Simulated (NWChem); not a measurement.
CH3ClSe; SMILES [Se](Cl)C

```xyz
6

Se    -0.4550     0.4722     0.0000
Cl     0.1567    -1.6309     0.0000
C      1.3184     1.2412     0.0000
H      1.1672     2.3319     0.0000
H      1.8653     0.9460    -0.9044
H      1.8653     0.9460     0.9044
```
Atoms are numbered in this order, from 1.

Results from NWChem. The geometry was optimised at PBE0/def2-SVP. Ions are spin-unrestricted doublets at the neutral geometry; other ion states weren't tried.

Q: Order these by “−ε(HOMO) (eV)”, lowest first: CAM-B3LYP/aug-cc-pVDZ; PBE/aug-cc-pVDZ; r2SCAN/aug-cc-pVDZ; B3LYP/aug-cc-pVDZ.

A: PBE/aug-cc-pVDZ (5.41), r2SCAN/aug-cc-pVDZ (5.67), B3LYP/aug-cc-pVDZ (6.39), CAM-B3LYP/aug-cc-pVDZ (7.93)
